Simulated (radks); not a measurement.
Values are calculated unless marked as measured or tabulated.
Valence configurations of Cr II (all share [Ar]). Level of theory: scalar-relativistic Kohn-Sham, PBEsol, spin-polarised, spherical densities, finite nucleus; open shells are filled with parallel spins first; Fermi nuclear charge, rms radius 3.6452 fm (a radial shooting solver on a logarithmic mesh with Libxc functionals). Energies are relative to 3d5; eigenvalues in eV for spin up.

valence          E (eV)  moment (Bohr magnetons)    e(3d)    e(4p)    e(4s)
3d5               0.000                        5  -10.915        -        -
3d4 4p1           6.321                        5  -16.249   -8.180        -
3d4 4s1           1.667                        5  -15.050        -  -12.136
3d3 4p2          16.457                        5  -22.345  -10.000        -
3d4.5 4p0.5       2.743                        5  -13.474   -7.191        -
3d3.5 4p1.5      10.854                        5  -19.212   -9.113        -
3d3 4s2           7.944                        3  -20.042        -  -13.390
3d3.5 4s0.5 4p1   8.390                        5  -18.634   -8.812  -13.733
3d4.5 4s0.5       0.538                        5  -12.869        -  -11.235
3d3 4s1 4p1      11.257                        5  -21.214   -9.440  -14.621

NIST lists [Ar] 3d5 as the ground configuration; this level of theory agrees among the configurations tried. The energies are those of spherical high-spin densities, not of single terms.
